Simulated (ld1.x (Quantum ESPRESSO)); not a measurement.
**Logarithmic derivatives: vanadium, TM**

vanadium (V), norm-conserving Troullier–Martins (Kleinman–Bylander form), made with ld1.x (Quantum ESPRESSO) 7.5 (PBEsol, scalar-relativistic). Core [Ar], reference 3d3 4s2 4p0. Waves: 4p (bound, empty): rc 3.95 bohr; 3d (bound): rc 1.75 bohr; 4s (bound): rc 2.55 bohr. Local part: the s channel. Core correction: a·sin(br)/r model core, default radius (core density twice the valence density).

The phase is arctan(r·u′/u) with u = r·R(r), unwrapped; energies in Ry, scanned from -2 to 5 Ry. A pole is an energy at which the radial function vanishes at the test radius. The pseudo phase is shifted by a multiple of π to meet the all-electron one at the reference energy, and phase errors are pseudo minus all-electron; the curves can meet again beyond the range given. Levels narrower than the energy grid can be missing from the lists of poles.

For each channel, where are the poles, and over which energies does the pseudopotential scatter like the atom?

| channel | radius (bohr) | reference energy (Ry) | poles, all-electron | poles, pseudo | unbroken range about the reference energy with phases within 0.05 rad | phase error 1 Ry above the reference energy (rad) |
| --- | --- | --- | --- | --- | --- | --- |
| s | 4.30 | -0.35 | -0.05, 2.54 | -0.05, 2.32 | below 0.8 | -0.019 |
| p | 4.30 | -0.10 | 0.43, 3.10 | 0.42, 3.05 | below 1.3 | -0.009 |
| d | 4.30 | -0.38 | -0.36, 1.31, 4.05 | -0.36, 1.50 | below 0.2 | +0.162 |

Phases in the d channel:

| E (Ry) | all-electron | pseudo |
| --- | --- | --- |
| -2.00 | 1.407 | 1.407 |
| -1.52 | 1.383 | 1.383 |
| -1.04 | 1.343 | 1.344 |
| -0.56 | 1.234 | 1.235 |
| -0.08 | -1.951 | -1.944 |
| 0.40 | -3.023 | -2.830 |
| 0.88 | -4.516 | -4.447 |
| 1.36 | -4.727 | -4.679 |
| 1.84 | -4.864 | -4.785 |
| 2.32 | -5.259 | -4.904 |
| 2.80 | -7.436 | -5.301 |
| 3.28 | -7.734 | -7.336 |
| 3.76 | -7.820 | -7.688 |
| 4.24 | -7.874 | -7.781 |
| 4.72 | -7.929 | -7.830 |
